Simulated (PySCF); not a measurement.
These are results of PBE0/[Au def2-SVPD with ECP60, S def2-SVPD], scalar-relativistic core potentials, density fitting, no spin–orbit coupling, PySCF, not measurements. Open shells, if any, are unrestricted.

What spin state, shape and geometry does isolated [AuS2]- take (every ligand bound to Au)?

Formally Au is in oxidation state +3, d8, with 2 unpaired electrons (the high-spin count). The Mulliken spin on Au is 0.20, so most of the spin sits on the ligands and the formal count fails. The polar-tensor charge on Au, 0.16, is far below the formal one. The lowest minimum found is a triplet of D∞h symmetry with Au–S 2.215 Å (×2); S–Au–S 180.0°. Its harmonic wavenumbers are 100 (πu), 392 (σg+), 417 (σu+) cm⁻¹ and its dipole moment is 0.00 D about the centre of mass.

Other isomers or separated fragments may lie lower. Open d and f shells are described by one determinant, and the ground state may have another occupation or spin. The lowest empty level of this anion is unbound, so it and the gap depend on the basis. No spin–orbit coupling is included, which matters more the heavier the element.
